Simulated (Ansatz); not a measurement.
Reaction (formal exchange of groups at a C–B bond): `CB(C)CN` + `N#[C][GaH][Cl]` → `[CH3][Ga]([Cl])[C]#N` + `CBCN`

Calculated with Ansatz (gas phase, PBE0-D4/def2-TZVP geometries, no zero-point term in ΔE). CCSD(T)/CBS is the MP2 limit (def2-TZVPP, def2-QZVPP) plus CCSD(T) − MP2 in def2-TZVPP, frozen cores. DFT in def2-TZVPP. For Ga outer-core shells are correlated without core-valence functions, which leaves a few kJ/mol of doubt a bond. Scalar relativity is left out up to krypton. Each species was taken in one conformer, which may not be the lowest.

`CB(C)CN`:

Z-matrix (Å, degrees):
```
C
B 1 1.566
H 1 1.095 2 111.1
H 1 1.092 2 114.9 3 125.1
H 1 1.100 2 108.5 3 -115.1
C 2 1.567 1 121.0 3 -135.2
C 2 1.569 1 120.5 3 45.7
H 6 1.096 2 111.3 1 -48.6
H 6 1.098 2 108.3 1 66.3
H 6 1.093 2 115.2 1 -172.9
N 7 1.454 2 116.7 1 -6.5
H 7 1.100 2 106.4 1 -128.4
H 7 1.109 2 105.8 1 122.0
H 11 1.011 7 111.7 2 171.5
H 11 1.011 7 111.0 2 51.9
```

`N#[C][GaH][Cl]`:

```xyz
5

N    -1.966    1.362    0.445
C    -1.017    0.750    0.211
Ga    0.593   -0.237   -0.208
Cl    0.634   -2.197    0.604
H     1.756    0.321   -1.052
```

`[CH3][Ga]([Cl])[C]#N`:

```xyz
8

C    -0.614    0.325    1.167
Ga    0.542    0.182   -0.382
Cl    2.257    1.413   -0.679
C     0.273   -1.087   -1.827
N     0.074   -1.857   -2.662
H    -0.274    1.117    1.833
H    -0.621   -0.625    1.706
H    -1.636    0.532    0.844
```

`CBCN`:

Cartesian coordinates in Å:
```
C -1.719 -0.748 0.113
B -0.586 0.298 -0.098
C 0.917 -0.080 0.037
N 1.876 0.886 -0.465
H -1.388 -1.726 0.470
H -2.209 -0.898 -0.860
H -2.511 -0.373 0.769
H -0.885 1.440 -0.342
H 1.007 -0.295 1.126
H 1.089 -1.058 -0.434
H 2.806 0.726 -0.101
H 1.604 1.827 -0.216
```

Is it downhill or uphill in electronic energy at CCSD(T)/CBS, and by how much? (Estimate.)

Ansatz gave: Nearly level: ΔE = +2.6 kJ/mol.

What do these levels give: B2PLYP, PBE-QIDH, BLYP, r2SCAN0, HF/def2-QZVPP, SCS-MP2/def2-QZVPP? (Estimate.)

The calculation gave: B2PLYP 3.1, PBE-QIDH 5.6, BLYP 1.0, r2SCAN0 7.6, HF/def2-QZVPP 3.6, SCS-MP2/def2-QZVPP 1.6 kJ/mol.

Largest T1 diagnostic among the species: 0.013.

The D4 term adds +3.3 kJ/mol with B3LYP and +1.8 kJ/mol with PBE0; it sums over pairs of atoms, weighted by their polarisabilities, and B3LYP, whose exchange is more repulsive, gets the larger term. From BLYP to BHLYP (50 % exact exchange), in def2-TZVPP and without D4, ΔE moves by +3.5 kJ/mol. At CCSD(T), def2-SVP lies +11.3 kJ/mol from the extrapolated value and def2-TZVPP +2.1 kJ/mol.

B3LYP here is the variant with VWN-RPA as its local correlation; programs differ in this.
